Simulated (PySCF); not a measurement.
PySCF input file for C3H9FSi, SMILES [Si@@H](F)(CC)C, SMD-B3LYP/def2-SVP. Coordinates come from a B3LYP-D3(BJ)/def2-SVP optimisation. The structure was generated by enumeration; whether it is a known compound was not checked. The values are those of a single conformer.

```python
import numpy as np
from pyscf import gto, scf, dft
from pyscf.solvent import smd

mol = gto.M(
    atom='''
    C     1.77321008   -1.54395725    0.00095005
    C     1.08819071   -0.38747512   -0.74223140
    Si   -0.21257577    0.50682320    0.27214939
    C    -1.63081399   -0.61255877    0.75435427
    F    -0.81448072    1.72551170   -0.64391113
    H     2.54411995   -2.02722202   -0.62020684
    H     1.05200667   -2.32554224    0.29127112
    H     2.26785196   -1.19702387    0.92343744
    H     1.83610078    0.35670199   -1.06867011
    H     0.60528447   -0.75388369   -1.66600553
    H     0.39988289    1.13573852    1.47828924
    H    -1.28093526   -1.42324105    1.41464595
    H    -2.41418107   -0.05437514    1.29119882
    H    -2.08726402   -1.07233581   -0.13728879
    ''',
    basis='def2-SVP',
    charge=0,
    spin=0,
    max_memory=1600,
    verbose=3,
)
mf = dft.RKS(mol, xc='b3lyp').density_fit(auxbasis='def2-universal-jkfit')
mf.grids.level = 3
mf.conv_tol = 1e-9
mf.max_cycle = 100
mf.kernel()
res = {}
for name in ['water', 'toluene', 'ethanol']:
    s = mf.SMD()
    s.with_solvent.solvent, s.with_solvent.sasa_ng = name, 194
    s.kernel(mf.make_rdm1())
    res[name] = (s.e_tot, s.with_solvent.get_cds(), s.dip_moment(), s.mo_energy, s.converged)
    print(f'SMD {name}: dG(solv) = {(s.e_tot - mf.e_tot) * 627.509474:.3f} kcal/mol, of which CDS {res[name][1] * 627.509474:.3f}')
```

Program output:

```
converged SCF energy = -508.916682636577
converged SCF energy = -508.914827903009
Dipole moment(X, Y, Z, Debye):  0.53352, -2.22531,  0.56013
SMD water: dG(solv) = 1.164 kcal/mol, of which CDS 4.222
converged SCF energy = -508.920623820175
Dipole moment(X, Y, Z, Debye):  0.50947, -1.98133,  0.51056
SMD toluene: dG(solv) = -2.473 kcal/mol, of which CDS -0.985
converged SCF energy = -508.921554564644
Dipole moment(X, Y, Z, Debye):  0.53218, -2.20427,  0.55551
SMD ethanol: dG(solv) = -3.057 kcal/mol, of which CDS -0.126
```

The calculation finished and met its thresholds.

Cost: about 2.9 core-minutes (a rough figure).
